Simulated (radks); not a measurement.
Problem. The mean radii <r> (bohr) of the occupied orbitals of an atom or ion are listed with their occupations. Method: non-relativistic Kohn-Sham, TPSS, spin-polarised, spherical densities, point nucleus; meta-GGA in the generalised Kohn-Sham scheme; computed with a radial shooting solver on a logarithmic mesh with Libxc functionals.

orbital  occ.      <r>
1s up       1  0.09486
2s up       1   0.4301
2s down     1   0.4362
2p up       3   0.3759
2p down     1   0.3837
3d up       1    1.061

Name the element and its charge. Open shells, if any, are filled with parallel spins first.

Solution. Z = 16, sulfur, charge +8: S8+ in 1s1 2s2 2p4 3d1. The 1s radius gives Z: for a bare nucleus <r> = 1.5/Z, 0.09375 bohr for Z = 16, and screening makes it slightly larger (0.09486 here). The occupations add up to 8, and the charge is Z minus that.
